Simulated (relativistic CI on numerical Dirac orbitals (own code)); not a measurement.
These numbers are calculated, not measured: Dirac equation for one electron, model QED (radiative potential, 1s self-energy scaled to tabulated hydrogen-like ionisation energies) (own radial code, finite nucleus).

Configuration list: 1s, 2s, 2p, 3s, 3p, 3d, 4s, 4p, 4d, 4f, 5s, 5p, 5d, 5f, 5g, 6s, 6p, 6d. Levels of other configurations are missing.

Outline of the computed level scheme of Ni XXVIII. Lowest level of each configuration: 1s 2S_1/2 at 0.0 eV; 2p 2P°_1/2 at 8073.1 eV; 2s 2S_1/2 at 8073.9 eV; 3p 2P°_1/2 at 9577.6 eV; 3s 2S_1/2 at 9577.8 eV; 3d 2D_3/2 at 9586.1 eV; 4p 2P°_1/2 at 10103.0 eV; 4s 2S_1/2 at 10103.1 eV; 4d 2D_3/2 at 10106.5 eV.

Some strong electric-dipole decays among the lowest 14 levels: 2p 2P°_1/2 → 1s 2S_1/2 (3.9e+14 s⁻¹); 2p 2P°_3/2 → 1s 2S_1/2 (3.8e+14 s⁻¹); 3p 2P°_3/2 → 1s 2S_1/2 (1.0e+14 s⁻¹); 3p 2P°_1/2 → 1s 2S_1/2 (1.0e+14 s⁻¹); 4p 2P°_3/2 → 1s 2S_1/2 (4.2e+13 s⁻¹); 4p 2P°_1/2 → 1s 2S_1/2 (4.1e+13 s⁻¹); 3d 2D_5/2 → 2p 2P°_3/2 (4.0e+13 s⁻¹); 3d 2D_3/2 → 2p 2P°_1/2 (3.4e+13 s⁻¹).
